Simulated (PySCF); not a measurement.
Geometry:
| atom | x (Å) | y (Å) | z (Å) |
| --- | --- | --- | --- |
| Ga1 | 0.467 | 0.807 | 0.002 |
| Cl2 | 2.611 | 0.908 | 0.027 |
| Cl3 | -0.475 | 2.735 | -0.057 |
| C4 | -0.513 | -0.870 | 0.015 |
| H5 | -0.597 | -1.240 | -1.018 |
| H6 | -1.522 | -0.722 | 0.421 |
| H7 | 0.029 | -1.618 | 0.610 |

Geometry: PBE0-D3(BJ)/def2-SVP; GIAO shifts from PySCF 2.14, gas phase, non-relativistic, averaged over equivalent atoms.

At PBE0/pcSseg-1 (pcSseg-2 on Ga) (143 basis functions, 17 s wall time on 1 thread of an Arm Neoverse V1, shared host):
| atoms | δ (ppm) |
| --- | --- |
| Ga1 | 519.0 |
| Cl2/Cl3 | 104.9 |
| C4 | 0.9 |
| H5/H6/H7 | 0.66 |

Shifts are taken against calculated references (same method and geometry level): [Ga(H2O)6]3+ for ⁷¹Ga (σ = 1817.03 ppm); HCl for ³⁵Cl (σ = 943.27 ppm); ¹³C (σ = 184.41 ppm) and ¹H (σ = 31.27 ppm) vs TMS.

**Question.** Predict the values at B3LYP/pcSseg-1 (pcSseg-2 on Ga) on the same geometry.

**Answer.** 
| atoms | δ at B3LYP/pcSseg-1 (pcSseg-2 on Ga) | change |
| --- | --- | --- |
| Ga1 | 539.4 | +20.4 |
| Cl2/Cl3 | 122.2 | +17.3 |
| C4 | 2.4 | +1.5 |
| H5/H6/H7 | 0.70 | +0.04 |

Shifts are taken against calculated references (same method and geometry level): ⁷¹Ga (1798.95 ppm) vs [Ga(H2O)6]3+; ³⁵Cl (930.46 ppm) vs HCl; TMS for ¹³C (179.24 ppm), ¹H (31.38 ppm).

The largest change is at Ga1 (Ga bonded to C, 2 Cl). Cost: 143 basis functions, 11 s wall time on 1 thread of an Arm Neoverse V1, shared host.

Relativistic effects, spin–orbit coupling among them, are left out; they matter for Ga and for the light atoms bonded to it.
